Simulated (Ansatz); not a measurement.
Ansatz (a program for electronic structure) input (CCSD(T)/aug-cc-pV(D+d)Z):
A basis named .json is the Basis Set Exchange file of that set.

Ansatz 0.2 input:
```yaml
crystal:
  periodic: [false, false, false]
  atoms:
    - {symbol: B, position_ang: [-0.03331914, -0.38925425, -0.07028612]}
    - {symbol: Cl, position_ang: [0.11612937, 1.35669302, 0.24497274]}
    - {symbol: C, position_ang: [1.27565683, -1.22477228, -0.21169731]}
    - {symbol: C, position_ang: [-1.46559762, -0.99423019, -0.18897928]}
    - {symbol: H, position_ang: [1.13623073, -2.26933871, 0.07577275]}
    - {symbol: H, position_ang: [1.54285583, -1.23387356, -1.27726277]}
    - {symbol: H, position_ang: [2.12902382, -0.80712141, 0.32216483]}
    - {symbol: H, position_ang: [-1.76220370, -1.32868002, 0.81455250]}
    - {symbol: H, position_ang: [-2.22231642, -0.28277878, -0.51896384]}
    - {symbol: H, position_ang: [-1.49154899, -1.88170267, -0.82531003]}
basis:
  gaussian:
    orbitals: aug-cc-pV_D+d_Z.json
magnetization: {spin_polarized: false}
correlation: {method: ccsd_t, electrons: outside_noble_gas}
output: {forces: true}
```

End of the output:

```
mean field -15333.45895170 eV, -563.4942230832 hartree, gradient 1.9e-6 eV, S^2 0.000000; 0 other end points of the search recorded, 0 dependent functions left out
8 core orbitals not correlated
reference -15333.45895170 eV, -563.4942230832 hartree; 12, 12 occupied and 135, 135 virtual orbitals, 1508 factors
densities: 2.60 GiB planned
second order -14.61736573 eV of doubles, -0.00000000 eV of singles
coupled cluster: 1.34 GiB planned
cycle   1  -15.62593784 eV  change    -1.0e0 eV  update   8.0e-2
cycle   2  -15.99504289 eV  change   -3.7e-1 eV  update   2.3e-2
cycle   3  -16.05431799 eV  change   -5.9e-2 eV  update   1.0e-2
cycle   4  -16.05293863 eV  change    1.4e-3 eV  update   2.9e-3
cycle   5  -16.05182204 eV  change    1.1e-3 eV  update   1.1e-3
cycle   6  -16.05170611 eV  change    1.2e-4 eV  update   3.7e-4
cycle   7  -16.05170782 eV  change   -1.7e-6 eV  update   1.2e-4
cycle   8  -16.05171822 eV  change   -1.0e-5 eV  update   4.2e-5
cycle   9  -16.05171652 eV  change    1.7e-6 eV  update   1.3e-5
cycle  10  -16.05171228 eV  change    4.2e-6 eV  update   4.6e-6
perturbative correction -0.51840938 eV, -0.0190511932 hartree
the calculation of the forces begins
Total energy: -15350.02907336 eV, -564.1031638227 hartree
Atom 0 at    -0.033319    -0.389254    -0.070286 Å, force     0.020018     0.233864     0.042228 eV/Å
Atom 1 at     0.116129     1.356693     0.244973 Å, force     0.022758     0.265874     0.048008 eV/Å
Atom 2 at     1.275657    -1.224772    -0.211697 Å, force     0.039567    -0.027053     0.048545 eV/Å
Atom 3 at    -1.465598    -0.994230    -0.188979 Å, force    -0.042020    -0.001604    -0.053719 eV/Å
Atom 4 at     1.136231    -2.269339     0.075773 Å, force    -0.066832    -0.454394     0.123026 eV/Å
Atom 5 at     1.542856    -1.233874    -1.277263 Å, force     0.096763     0.004768    -0.446694 eV/Å
Atom 6 at     2.129024    -0.807121     0.322165 Å, force     0.373689     0.186051     0.235496 eV/Å
Atom 7 at    -1.762204    -1.328680     0.814553 Å, force    -0.107892    -0.134790     0.423217 eV/Å
Atom 8 at    -2.222316    -0.282779    -0.518964 Å, force    -0.330795     0.315060    -0.145013 eV/Å
Atom 9 at    -1.491549    -1.881703    -0.825310 Å, force    -0.005255    -0.387778    -0.275094 eV/Å
Dipole moment:    -0.027864    -0.325525    -0.058779 e Å
```
